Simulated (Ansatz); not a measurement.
System: C₆H₁₂ (charge 0, singlet). 
Structure (B3LYP-D3(BJ)/def2-TZVP (Ansatz, an electronic-structure program) minimum search):
```
C
H 1 1.0974
C 1 1.5212 2 108.80
H 3 1.0923 1 111.43 2 60.18
H 3 1.0923 4 107.73 1 122.51
H 3 1.0935 4 107.76 5 116.01
C 1 1.5335 2 108.08 3 -125.07
H 7 1.0914 1 112.94 2 49.00
H 7 1.0950 8 107.13 1 -119.62
C 1 1.5335 2 108.08 3 125.07
H 10 1.0914 1 112.94 2 -49.00
H 10 1.0950 11 107.13 1 119.62
C 7 1.5398 8 112.95 9 -121.65
H 13 1.0903 7 111.83 8 89.83
H 13 1.0914 14 106.67 7 120.71
C 10 1.5398 11 112.95 12 121.65
H 16 1.0903 10 111.83 11 -89.83
H 16 1.0914 17 106.67 10 -120.71
```

Total electronic energies in hartree. Cores are frozen in the correlated levels unless marked. No spin-orbit coupling. No relativistic terms. CBS marks a two-point X^-3 extrapolation of the correlation energy; Hartree-Fock from the larger set.

| level | program | energy (Eh) |
|---|---|---|
| HF/cc-pVTZ | Ansatz | -234.27823 |
| PBE-D3(BJ)/def2-TZVPD | Ansatz + dftd3 | -235.62712 |
| PBE0-D3(BJ)/def2-TZVPD | Ansatz + dftd3 | -235.67348 |
| LC-wPBE-D4/def2-TZVPD | Ansatz + dftd4 | ___ |
| B2PLYP/def2-TZVPD | Ansatz | -235.71230 |
| MP2/aug-cc-pVTZ | Ansatz | -235.33922 |
| SCS-MP2/cc-pwCVTZ | Ansatz | -235.34112 |
| CCSD(T)/cc-pVQZ | Ansatz | -235.49695 |
| CCSD(T)/CBS(cc-pVTZ,cc-pVQZ) | Ansatz | -235.5370 |

### Question
What belongs in the gaps?

### Answer

- LC-wPBE-D4/def2-TZVPD, energy (Eh): -235.82811
